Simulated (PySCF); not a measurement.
Two species compared at the same levels of theory.

First species: C₇H₁₀F₃P.
SMILES: `CC#CP(C(C)C)C(F)(F)F`

Second species: C₆H₅ClO₂S.
SMILES with atom numbers: `[CH3:1][S:2][c:3]1[cH:4][cH:5][o:6][c:7]1[C:8](=[O:9])[Cl:10]` (hydrogens: H11, H12, H13 on C1; H14 on C4; H15 on C5)

Levels: PBE0/pcSseg-1 for dipole moment, HOMO energy, LUMO energy and HOMO–LUMO gap; GFN2-xTB for rotational constant A and rotational constant C. Geometries: GFN2-xTB. Each species is one conformer at its optimised geometry, gas phase, non-relativistic unless stated. Electronic properties by PySCF.

The conformers computed, where there is a choice (atom-mapped SMILES and torsion angles):
- `[CH3:1][C:2]#[C:3][P:4]([CH:5]([CH3:6])[CH3:7])[C:8]([F:9])([F:10])[F:11]`: C3–P4–C5–C6 68°, C3–P4–C8–F9 178°
- `[CH3:1][S:2][c:3]1[cH:4][cH:5][o:6][c:7]1[C:8](=[O:9])[Cl:10]`: C1–S2–C3–C4 0°, O6–C7–C8–O9 180°

```
             property   column X   column Y
        dipole moment     6.13 D     3.00 D
          HOMO energy   -6.73 eV   -7.10 eV
          LUMO energy   -1.98 eV   -0.28 eV
        HOMO–LUMO gap    4.75 eV    6.82 eV
rotational constant A  1.784 GHz  1.049 GHz
rotational constant C  0.505 GHz  0.527 GHz
```

Q: Which column belongs to which species?

A: Column X is the second species and column Y the first. The first has 21 atoms and 94 electrons, the second 15 and 90.

Q: How does each property change from the first species to the second?

A: dipole moment +3.13 D; HOMO energy +0.37 eV; LUMO energy -1.70 eV; HOMO–LUMO gap -2.07 eV; rotational constant A +0.735 GHz; rotational constant C -0.022 GHz.

On the first: In atomic units the dipole is 1.18 e·bohr (1 au = 2.5417 D).

On the second: The dipole equals about 20.5 × 10⁻³⁰ C·m (1 D = 3.33564 × 10⁻³⁰ C·m).
